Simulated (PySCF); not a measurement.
## Correlation energy of Ge⁻ (germanium, charge -1)

[Ar] 3d10 4s2 4p3, high-spin 4S determinant. Calculation: PySCF 2.14, in dyall-av2z (16s12p8d, 92 functions); no relativity, point nucleus. Frozen: [Ar] 3d10; 5 electrons correlated; the 34 highest virtual orbitals of each spin left out.

```
  level  correlation energy (mhartree)
   CCSD                         -73.08
    (T)                          -2.10
CCSD(T)                         -75.18
```

Diagnostics: T1 = 0.0087, D1 = 0.0159, largest double amplitude 0.048.

Question: Is a single reference adequate?

Answer: Yes, within this model without spin-orbit coupling: T1 lies below 0.03 and no double amplitude reaches 0.07.
